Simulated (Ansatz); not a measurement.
## Energy profile

The step: SiH₄O ([OH][SiH3]) + BNH₄ ([BH2][NH2]) → BSiH₅O ([BH2][O][SiH3]) + NH₃ (still joined by a long B–N bond); bonds formed: B1–O6, N2–H5; bonds broken: H5–O6; bonds weakened to dative contacts: B1–N2 (atoms numbered as in the saddle structure below).

```xyz
12
angstrom
B 0.8461 -0.7658 0.1495
N 1.6892 0.3229 -0.5516
H 1.3451 -1.2488 1.1287
H 0.2742 -1.5131 -0.6067
H 0.5532 0.9163 0.0287
O -0.2295 0.3837 0.6445
Si -1.8543 0.2896 0.2991
H 2.5949 0.5284 -0.1559
H 1.7560 0.2796 -1.5576
H -2.4933 1.5401 0.7771
H -2.0677 0.1503 -1.1648
H -2.4139 -0.8832 1.0088
```

Electronic energies by CCSD(T) at an estimated basis limit (MP2 extrapolated from triple and quadruple zeta, plus CCSD(T) − MP2 in triple zeta), on PBE0-D4/def2-TZVP structures; BSiNH₈O, closed shell; no counterpoise correction. Program: Ansatz 0.2.0. Basis: def2-TZVPP and def2-QZVPP. Cores are frozen in the correlated methods. Extrapolation: Hartree–Fock as exp(−7.88 √X), correlation as X^−2.97.

Give the profile in eV, counted from the separated reactants. (An estimate is asked for; the value comes from the calculation.)

By the calculation:
```csv
point,eV
"separated: BNH₄ (linked as [BH2][NH2]; B1, N2, H3, H4, H8, H9; singlet) + SiH₄O (linked as [OH][SiH3]; H5, O6, Si7, H10, H11, H12; singlet)",0.000
start structure,-0.147
saddle,0.543
end structure,-0.705
"separated: BSiH₅O (linked as [BH2][O][SiH3]; B1, H3, H4, O6, Si7, H10, H11, H12; singlet) + NH₃ (N2, H5, H8, H9; singlet)",0.049
```

No T1 diagnostic of these runs exceeds 0.013.

The step is the kind of ligand exchange by which a precursor binds to a hydroxyl group, or is hydrolysed, in atomic layer deposition of oxides.

For scale, one of the runs: CCSD(T)/def2-TZVPP, 247 basis functions, launched by `ansatz run in.yaml --threads 4 --pin off --events-out ev --progress --plain --max-ram 9574MiB`. The run took 2.1 min on 4 CPU threads of an Intel Xeon (shared host), with 5.1 GiB of host memory at its peak.
